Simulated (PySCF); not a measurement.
B(CCH)(Cl)(Me) (C3H4BCl), SMILES CB(C#C)Cl. The structure is a stationary point at PBE0-D3(BJ)/def2-SVP. The structure was generated by enumeration, and PubChem lists no compound with its InChIKey, so it may never have been made.

Computed equilibrium geometry at PBE0-D3(BJ)/def2-SVP (PySCF confirms it by a frequency run) as bond lengths and angles:
Atoms: B1 C2 C3 H4 Cl5 C6 H7 H8 H9. Bonds (Å): B1–C2 1.524, B1–Cl5 1.764, B1–C6 1.560, C2–C3 1.218, C3–H4 1.076, C6–H7 1.098, C6–H8 1.106, C6–H9 1.101. Angles (°): C2–B1–Cl5 117.3, C2–B1–C6 122.2, Cl5–B1–C6 120.5, B1–C2–C3 178.7, C2–C3–H4 179.5, B1–C6–H7 113.7, B1–C6–H8 107.6, B1–C6–H9 111.3, H7–C6–H8 108.1, H7–C6–H9 110.1, H8–C6–H9 105.7.
Charge 0, spin multiplicity 1.
